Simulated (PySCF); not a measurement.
Input of a run (PBE0-D3(BJ)/def2-SVP geometry optimisation, gas phase (PySCF 2.14.0)), started from GFN2-xTB:
```
{"job": {"xc": "PBE0", "basis": "def2-SVP", "d3": "d3bj", "grid": 1, "kind": "geom"}, "charge": 0, "multiplicity": 1}
Si     3.188792    -0.272669     0.339587
S      1.783392     1.355370     0.211187
C      0.169336     0.638094     0.181643
C     -0.069092    -0.729488     0.203429
C     -1.364973    -1.211885     0.175037
C     -2.427648    -0.325469     0.123814
Cl    -4.046256    -0.930688     0.082466
C     -2.203375     1.043156     0.102533
C     -0.908559     1.519007     0.132208
H      4.448962     0.445285     0.394338
H      3.058110    -1.096818    -0.856698
H      2.909738    -1.028606     1.555153
H      0.752075    -1.429463     0.240782
H     -1.545806    -2.275234     0.191832
H     -3.035566     1.727868     0.062153
H     -0.716728     2.580484     0.116610
```

Output (energies in Eh, forces in Eh/bohr):
```
step   0  E = -1379.55092494  max force = 0.018513
step   1  E = -1379.55422902  max force = 0.002169
step   2  E = -1379.55428892  max force = 0.001070
step   3  E = -1379.55430070  max force = 0.000703
step   4  E = -1379.55431529  max force = 0.000478
step   5  E = -1379.55431434  max force = 0.000687
step   6  E = -1379.55431961  max force = 0.000175
optimisation converged
```

Task: Summarise the run.

Result: The energy falls by 2.1 kcal/mol over 7 energy and gradient evaluations, the largest force component goes from 0.0185 to 1.7e-04 Eh/bohr, and the atoms move by 0.037 Å rms after alignment. The bond that changes most is Si1–H10 (SiH3 silicon to Si–H hydrogen), which lengthens by 0.038 Å. Bonds longer at the end by more than 0.005 Å: 14 of 16; shorter: 1. Among the angles that change most is S2–Si1–H11, from 108.6° to 112.2°. The energy never rose by more than 1e-6 Eh on the way. The first step brought 97 % of the lowering.

Task: What are the final bond lengths?

Result: Si1–S2 2.147 Å, S2–C3 1.775 Å, C3–C4 1.399 Å, C4–C5 1.392 Å, C5–C6 1.392 Å, C6–Cl7 1.731 Å, C6–C8 1.395 Å, C8–C9 1.389 Å, C3–C9 1.402 Å, Si1–H10 1.489 Å, Si1–H11 1.493 Å, Si1–H12 1.493 Å, C4–H13 1.092 Å, C5–H14 1.091 Å, C8–H15 1.091 Å, C9–H16 1.093 Å. Numbering counts from 1 in the input's order; the species is `Clc1ccc(cc1)S[SiH3]`.

The run used 173 basis functions and 47 SCF cycles in all.

No frequency check. The numbers are those of one conformer.

The values belong to the conformer `[SiH3:1][S:2][c:3]1[cH:4][cH:5][c:6]([Cl:7])[cH:8][cH:9]1`: Si1–S2–C3–C4 -3°.
